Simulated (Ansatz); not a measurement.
Correlation energies of C$_{4}$H$_{6}$BF (`CC1=CB(F)C1`) by basis set

```tsv
atom	x (Å)	y (Å)	z (Å)
C1	0.9843	0.3428	1.3308
C2	0.0455	0.1703	0.1996
C3	-1.0129	0.9029	-0.2235
B4	-1.1944	-0.1237	-1.3432
F5	-2.0364	-0.2871	-2.3468
C6	0.0600	-0.9627	-0.8233
H7	0.7656	1.2348	1.9191
H8	2.0121	0.4023	0.9579
H9	0.9469	-0.5352	1.9842
H10	-1.4152	1.8160	0.1969
H11	-0.1134	-1.9589	-0.4042
H12	0.9581	-1.0015	-1.4476
```

Total charge 0; spin multiplicity 1. The structure was optimised at the PBE0-D4/def2-TZVP level. Frozen core, restricted reference, Ansatz 0.2.0. CBS rows extrapolate triple and quadruple zeta; past MP2 they add the triple-zeta difference.

```tsv
basis	HF (Eh)	MP2 corr.
def2-TZVPP	-279.22654	-0.99096
def2-QZVPP	-279.23880	-1.06230
```

Q: Estimate the CCSD correlation energy and the (T) correction in each basis where they were run (hartree).

A: 
```csv
basis,CCSD corr.,(T)
def2-TZVPP,-1.02654,-0.04313
CBS(def2),-1.15072,as TZ
```
